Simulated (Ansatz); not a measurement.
# Cost against result

Saddle point of BNH6O2, singlet (BNH₄O₂ ([NH2][B]([OH])[OH]) + H₂ → BH₃O₂ ([OH][BH][OH]) + NH₃ (still joined by a long B–N bond); bonds formed: B1–H6, N2–H5; bonds broken: H5–H6; bonds weakened to dative contacts: B1–N2), PBE0-D4/def2-TZVP structure:

```xyz
10
angstrom
B -0.3353 0.0434 -0.1309
N 1.2244 -0.1073 0.0026
O -0.7636 -0.4455 -1.3545
O -0.9388 1.1994 0.3750
H 0.5007 -0.8678 0.7619
H -0.5325 -1.0131 0.9201
H 1.6864 -0.5043 -0.8040
H 1.7298 0.6769 0.3893
H -1.6992 -0.2786 -1.4844
H -0.8719 1.2971 1.3248
```

Barriers are electronic and count from the start structure reached by relaxing down the imaginary mode.

Ansatz 0.2.0; basis: as named in each row; cores frozen in the correlated methods. B3LYP uses VWN-RPA correlation. Extrapolation: Hartree–Fock as exp(−7.88 √X), correlation as X^−2.97.

Times are rough, for one single point on 4 threads of a shared host (Arm Neoverse V2).

The estimate by CCSD(T) at an estimated basis limit (MP2 extrapolated from triple and quadruple zeta, plus CCSD(T) − MP2 in triple zeta) is 2.324 eV.

```tsv
method	basis	time (s)	barrier (eV)	method less estimate
HF	STO-3G	under 1	3.696	1.372
PBE-D4	STO-3G	under 1	2.615	0.291
SPW92	def2-SVP	under 1	1.384	-0.940
B3LYP-D4	6-31G	under 1	2.389	0.065
PBE-D4	def2-SVP	under 1	1.757	-0.567
PBE0-D4	def2-SVP	under 1	1.911	-0.413
SPW92	def2-TZVPP	under 1	1.570	-0.754
PBE-D4	def2-TZVPP	1	1.934	-0.390
BLYP-D4	def2-TZVPP	1	2.189	-0.135
BHLYP-D4	def2-TZVPP	1	2.431	0.107
B3LYP-D4	def2-TZVPP	1	2.270	-0.054
PBE0-D4	def2-TZVPP	1	2.062	-0.262
CAM-B3LYP-D4	def2-TZVPP	1	2.278	-0.046
CCSD(T)	def2-SVP	2	2.252	-0.072
wB97M-V	def2-SVP	2	2.012	-0.312
r2SCAN-D4	def2-TZVPP	2	2.085	-0.239
r2SCAN0-D4	def2-TZVPP	2	2.165	-0.159
B2PLYP	def2-TZVPP	2	2.321	-0.003
PBE-QIDH	def2-TZVPP	2	2.195	-0.129
RPA on PBE	def2-TZVPP	2	2.295	-0.030
wB97X-V	def2-TZVPP	3	2.242	-0.082
wB97M-V	def2-TZVPP	4	2.231	-0.093
B97M-V	def2-TZVPP	4	2.167	-0.158
MP2	def2-QZVPP	9	2.301	-0.023
CCSD(T)	def2-TZVPP	39	2.299	-0.025
```

All methods are single points on the PBE0-D4 structures.

The T1 diagnostic stays at or below 0.012.

Labels in which every atom is bracketed show which atoms are joined, not bond orders.
